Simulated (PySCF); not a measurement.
## Stationary points of BrZrN

All numbers come from PySCF, PBE0, basis Zr def2-TZVP with ECP28, N def2-TZVP, Br def2-TZVP (scalar-relativistic core potentials, no spin–orbit coupling, density fitting).

Relaxations began from a few typed shapes. The search is not exhaustive: other isomers or separated fragments can lie lower, and high-lying points may rest on an excited occupation.

Problem. Which is the lowest minimum found?
A. singlet Cs: Zr–Br 2.568 Å, Zr–N 1.687 Å; Br–Zr–N 113.2°
B. singlet C∞v: Zr–Br 2.693 Å, Zr–N 1.684 Å; Br–Zr–N 180.0°

Solution. A. The others lie at 57.9 (singlet C∞v, a saddle point) kJ/mol above it.

Formally Zr is in oxidation state +4, d0. The polar-tensor charge on Zr, 1.55, is far below the formal one.
